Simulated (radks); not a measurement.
All-electron atom: Tc in [Kr] 4d5 4f2 (not the ground configuration).

All-electron calculation, Dirac Kohn-Sham, PBE, spin-unpolarised, spherical densities, finite nucleus; open shells fill j = l - 1/2 first; Fermi nuclear charge, rms radius 4.4112 fm. Program: a radial shooting solver on a logarithmic mesh with Libxc functionals.

Energy parts (eV):
part                       energy
total                 -116616.277
kinetic                121133.197
electron-nucleus      -281383.720
Hartree                 47122.836
exchange-correlation    -3488.591

Orbitals (lengths in bohr, moments of r in powers of bohr; <r^-3> diverges for s and p1/2; r(max) is where P^2 peaks; r(90%) holds 90 % of the orbital's charge):
| orbital | occ. | eigenvalue (eV) | <r^2> | r(max) | r(90%) | <r^-3> | small-component weight |
|---|---|---|---|---|---|---|---|
| 1s1/2 | 2 | -20867.83 | 0.001586 | 0.02228 | 0.0614 | - | 2.46e-02 |
| 2s1/2 | 2 | -2985.278 | 0.02632 | 0.1263 | 0.231 | - | 5.07e-03 |
| 2p1/2 | 2 | -2753.592 | 0.01983 | 0.09814 | 0.208 | - | 5.08e-03 |
| 2p3/2 | 4 | -2635.335 | 0.02119 | 0.1020 | 0.214 | 2594 | 4.91e-03 |
| 3s1/2 | 2 | -528.4314 | 0.1975 | 0.3725 | 0.613 | - | 1.37e-03 |
| 3p1/2 | 2 | -439.3855 | 0.1948 | 0.3595 | 0.618 | - | 1.31e-03 |
| 3p3/2 | 4 | -419.6111 | 0.2048 | 0.3689 | 0.633 | 439.8 | 1.27e-03 |
| 3d3/2 | 4 | -262.1036 | 0.1892 | 0.3099 | 0.633 | 64.95 | 1.15e-03 |
| 3d5/2 | 6 | -258.3028 | 0.1924 | 0.3126 | 0.638 | 61.77 | 1.14e-03 |
| 4s1/2 | 2 | -83.5526 | 1.269 | 0.9500 | 1.54 | - | 3.18e-04 |
| 4p1/2 | 2 | -57.5718 | 1.518 | 1.007 | 1.70 | - | 2.70e-04 |
| 4p3/2 | 4 | -54.6289 | 1.597 | 1.032 | 1.75 | 65.53 | 2.59e-04 |
| 4d3/2 | 4 | -16.7097 | 3.116 | 1.258 | 2.55 | 5.396 | 1.45e-04 |
| 4d5/2 | 1 | -16.4032 | 3.179 | 1.269 | 2.57 | 5.093 | 1.43e-04 |
| 4f5/2 | 2 | -0.6159 | 125.8 | 9.469 | 15.5 | 0.002583 | 2.61e-06 |
| 4f7/2 | 0 | -0.6159 | 125.8 | 9.469 | 15.5 | 0.002581 | 2.61e-06 |

The highest occupied level is 4f5/2 at -0.616 eV. The density falls to 0.001 e/bohr^3 at r = 3.64 bohr.
